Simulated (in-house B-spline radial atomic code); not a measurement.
Configurations of neutral rhenium, with energies counted from [Xe] 4f14 5d5 6s2. Level of theory: Dirac-Hartree-Fock, average of configuration, Fermi nucleus of rms radius 5.3698 fm; calculated with a B-spline radial code for spherical atoms. Energies include first-order Breit, QED and recoil terms.

Occupations are held fixed; configurations that lie above the ionisation limit could autoionise.

| configuration | E - E(ref) (eV) | highest orbital | its <r> (bohr) |
| --- | --- | --- | --- |
| [Xe] 4f14 5d4 6s2 7s1 | 6.2269 | 7s1/2 | 8.938 |
| [Xe] 4f14 5d4 6s2 10p1 | 8.2185 | 10p3/2 | 52.96 |
| [Xe] 4f14 5d4 6s2 8f1 | 8.3229 | 8f5/2 | 67.33 |
| [Xe] 4f13 5d5 6s2 10p1 | 49.268 | 10p3/2 | 52.72 |
| [Kr] 4d10 4f14 5s2 5p5 5d5 6s2 9s1 | 54.002 | 9s1/2 | 29.5 |

(1) Order these further configurations by energy, lowest first.
A. [Kr] 4d10 4f14 5s2 5p5 5d5 5g1 6s2
B. [Xe] 4f14 5d4 6s2 8s1
C. [Xe] 4f13 5d5 6s2 10s1
D. [Xe] 4f14 5d5 6s1 8p1
E. [Xe] 4f14 5d5 6s1 6f1

(2) How far above the reference does [Kr] 4d10 4f14 5s2 5p5 5d5 6s2 7f1 lie?

## Answers

(1) D (6.3577 eV), E (6.6561 eV), B (7.4394 eV), C (49.19 eV), A (54.153 eV).

(2) 54.319 eV; its least bound orbital is 7f5/2 with <r> = 47.86 bohr.
